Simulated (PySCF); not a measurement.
Lu: interval between two levels

Lu [Xe] 4f14 5d1 6s2 [2D5/2, M_J = 5/2] → Lu [Xe] 4f14 5d2 6s1 [4F9/2, M_J = 9/2], as a difference of total energies. Calculation: PySCF 2.14, in x2c-SVPall-2c with one added diffuse shell each of s, p, d type (8s11p10d2f1g, 114 functions); the two-component X2C-1e Hamiltonian. Correlated levels: [Ar] 3d10 frozen; the 6 highest virtual spinors dropped. "Screened" scales the spin-orbit matrix elements by Boettger's factors to mimic the two-electron term; Breit and QED terms are absent.

```csv
method,interval between two levels (cm⁻¹)
GHF (screened spin-orbit),13963
GMP2 (screened spin-orbit),18181
```

Errors of the correlated levels include the incompleteness of this basis and the frozen core.

The labels give the starting determinants; with spin-orbit coupling the two ends relaxed to ⟨J²⟩ = 9.00, ⟨L²⟩ = 6.31, ⟨S²⟩ = 0.92 and ⟨J²⟩ = 24.76, ⟨L²⟩ = 12.13, ⟨S²⟩ = 3.87.

For comparison: 19248 cm⁻¹ (measured; NIST Handbook of Basic Atomic Spectroscopic Data (Sansonetti and Martin, J. Phys. Chem. Ref. Data 34, 1559 (2005))).
